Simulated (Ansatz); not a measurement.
Basis-set series for `[CH3][Sn][CH3]`. Charge 0, multiplicity 1. Sn: def2 effective core potential. All single points use the PBE0-D4/def2-TZVP geometry.

```xyz
9

C     0.911   -0.015    1.299
Sn    0.115    1.527   -0.039
C    -0.908    0.056   -1.299
H     0.081   -0.585    1.728
H     1.517    0.395    2.108
H     1.518   -0.718    0.719
H    -1.604   -0.526   -0.686
H    -1.457    0.511   -2.125
H    -0.172   -0.646   -1.705
```

```csv
functional,basis,functions,energy (Eh),HOMO (eV),LUMO (eV)
PBE0-D4,def2-SVP,84,-293.94244,-5.85,-2.25
PBE0-D4,def2-QZVPP,376,-294.04842,-5.95,-2.31
ωB97M-V,def2-SVP,84,-293.92352,-7.88,-0.45
ωB97M-V,def2-QZVPP,376,-294.03690,-7.99,-0.61
```

Question: Give the rows for def2-TZVPP. (An estimate is asked.)

Answer: Computed: 
```tsv
functional	basis	functions	energy (Eh)	HOMO (eV)	LUMO (eV)
PBE0-D4	def2-TZVPP	196	-294.04170	-5.92	-2.30
ωB97M-V	def2-TZVPP	196	-294.03010	-7.97	-0.58
```
